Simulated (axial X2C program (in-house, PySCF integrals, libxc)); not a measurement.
## Levels of KB⁺ by electron attachment to KB²⁺ (EOM-EA-CCSD)

Computed with an in-house all-electron X2C program for linear molecules (integrals from PySCF): two-component X2C with atomic mean-field Coulomb and Gaunt terms, Gaussian nuclei, basis K dyall-acv3z, B dyall-av3z with contracted cores.

R = 3.345 Å (near the PBE0 minimum at charge 1 of the determinant lowest at the starting distance; the state shown can have its own minimum elsewhere).

Hartree–Fock spinors of KB²⁺ (one of each Kramers pair; a window near the gap, which can cut inner shells):

```
  ω  occupied  ε (eV)                  character
1/2       yes  -28.02    92% B s, 4% K d, 3% K p
1/2        no  -11.91    92% B p, 3% K p, 2% K s
1/2        no  -11.62            96% B p, 2% K d
3/2        no  -11.62            96% B p, 2% K d
1/2        no   -7.34  68% K s, 17% B s, 11% B p
1/2        no   -5.94  65% K p, 17% B p, 11% B d
3/2        no   -5.94  65% K p, 17% B p, 11% B d
```

Levels of KB⁺ obtained by attaching an electron to KB²⁺:

| Ω | binding energy (eV) | above lowest (cm⁻¹) | attached spinor | one-particle weight |
| --- | --- | --- | --- | --- |
| 1/2 | 12.634 | 0 | 92% B pσ | 0.95 |
| 1/2 | 12.312 | 2597 | 97% B pπ | 0.95 |
| 3/2 | 12.310 | 2613 | 97% B pπ | 0.95 |

This point took 10 s on 1 thread of Arm Neoverse V1 (shared host).

Reference electrons by ω block (each with its −ω partner): 1/2: 9, 3/2: 2. 10 electrons of KB²⁺ correlated (inner shells frozen), 92 natural virtual spinors (a truncated set); levels can be off by some tenths of an eV. Roots sought by Ω: (1/2: 5, 3/2: 4, 5/2: 2, 7/2: 1); the list ends where they run out and leaves out roots under 60 % one-particle weight. The solver can skip a root, and states that need a further excitation, which the method places far too high, are missing though they may lie low or lowest. T1 of the reference 0.006 (Lee–Taylor). The reference was not checked to be the lowest state of its species. Number of frozen shells: K 2 s, 1 p; B 1 s. Large amplitudes in the reference (orbital relaxation or multireference character) lower the reliability.
